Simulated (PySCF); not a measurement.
A structure optimised at PBE-D3(BJ)/def2-SVP, used in a PySCF frequency run:

```xyz
11

Ge    -0.0031     1.3619     0.0000
N      0.7841    -0.3241     0.0000
B      0.0185    -1.5325     0.0000
O     -1.3571    -1.3998     0.0000
O      0.5495    -2.8130     0.0000
H     -0.8693     1.5624     1.2696
H     -0.8693     1.5624    -1.2696
H      1.1805     2.3676     0.0000
H      1.8037    -0.3461     0.0000
H     -1.7883    -2.2711     0.0000
H      1.5205    -2.8227     0.0000
```
Charge 0, spin multiplicity 1.

Problem. Write its SMILES, formula and point group.

Solution. OB(O)[NH][GeH3], BGeH6NO2, Cs

Problem. What are its rotational constants (standard atomic weights)?

Solution. 8.7268, 1.4611, 1.2720 GHz
